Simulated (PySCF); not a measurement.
# Ge⁻ (germanium, charge -1): UHF calculation

Configuration: [Ar] 3d10 4s2 4p3, high-spin 4S determinant. Computed with PySCF 2.14 in aug-cc-pwCVDZ-PP with ECP10MDF, with scalar relativity through the core potential.

```json
{"Total energy": "-293.373061 hartree", "One-electron energy": "-528.0862 hartree", "Hartree (Coulomb) energy": "258.5618 hartree", "Exchange energy": "-23.8487 hartree", "⟨S²⟩": "3.7529", "⟨L²⟩": "0.000", "Sum of ⟨r⟩": "27.03 bohr", "Sum of ⟨r²⟩": "64.50 bohr²"}
```

```json
{"shell": "3s α", "electrons": "1", "mean orbital energy (eV)": "-193.27", "rms radius, mean of both spins (bohr)": "0.670"}
{"shell": "3s β", "electrons": "1", "mean orbital energy (eV)": "-193.11", "rms radius, mean of both spins (bohr)": "0.670"}
{"shell": "3p α", "electrons": "3", "mean orbital energy (eV)": "-136.56", "rms radius, mean of both spins (bohr)": "0.702"}
{"shell": "3p β", "electrons": "3", "mean orbital energy (eV)": "-136.34", "rms radius, mean of both spins (bohr)": "0.702"}
{"shell": "3d α", "electrons": "5", "mean orbital energy (eV)": "-36.886", "rms radius, mean of both spins (bohr)": "0.811"}
{"shell": "3d β", "electrons": "5", "mean orbital energy (eV)": "-36.754", "rms radius, mean of both spins (bohr)": "0.811"}
{"shell": "4s α", "electrons": "1", "mean orbital energy (eV)": "-11.597", "rms radius, mean of both spins (bohr)": "2.47"}
{"shell": "4s β", "electrons": "1", "mean orbital energy (eV)": "-6.560", "rms radius, mean of both spins (bohr)": "2.47"}
{"shell": "4p α", "electrons": "3", "mean orbital energy (eV)": "-1.592", "rms radius, mean of both spins (bohr)": "3.74"}
```

Energies and moments cover only the electrons outside the core potential.
